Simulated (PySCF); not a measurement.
## Relaxation of quartet RuF3

Level of theory: PySCF, UPBE0, basis Ru def2-TZVP with ECP28, F def2-TZVP (scalar-relativistic core potentials, no spin–orbit coupling, density fitting). A (50,194) grid was used.

A hand-made T-shaped start, of C2v symmetry, held to at least that symmetry:

```xyz
4
charge 0 multiplicity 4, angstrom
Ru    0.0000    0.0000   -0.2418
F     0.0000    0.0000    1.6482
F     1.8888    0.0000   -0.1758
F    -1.8888    0.0000   -0.1758
```

Optimiser trace:
```csv
step,E − E(last) (kJ/mol),largest gradient (Eh/bohr)
0,32.29,0.04730
1,7.29,0.01145
2,0.66,0.00366
3,0.01,0.00060
4,0.00,0.00002
```

It ends at C2v with Ru–F 1.839 Å (×2), Ru–F 1.853 Å; F–Ru–F 98.3° (×2), F–Ru–F 163.4°. A frequency run shows a minimum. Other isomers or separated fragments may lie lower.

Final geometry:
```xyz
4
charge 0 multiplicity 4, angstrom
Ru    0.0000    0.0000   -0.1578
F     0.0000    0.0000    1.6950
F     1.8198    0.0000   -0.4240
F    -1.8198    0.0000   -0.4240
```

Open d and f shells are described by one determinant, and the ground state may have another occupation or spin.
